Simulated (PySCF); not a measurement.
Vertical excitations of a molecule C₄H₇O, multiplicity 2 from TDA-CAM-B3LYP/def2-SVPD (PySCF 2.14.0), as energy in eV (oscillator strength): 1.82 (0.000), 4.80 (0.015), 5.38 (0.000), 5.51 (0.000), 5.94 (0.001), 6.25 (0.000), 6.29 (0.024), 6.85 (0.183), 6.93 (0.015), 7.02 (0.000). Geometry: PBE0-D3(BJ)/def2-SVP. The values are those of a single conformer.

Identify the compound among the candidates.
A) [CH]1CCOC1
B) C[CH]C(C)=O
C) [CH2]CC(C)=O
D) [CH2]C(=O)CC

D, [CH2]C(=O)CC
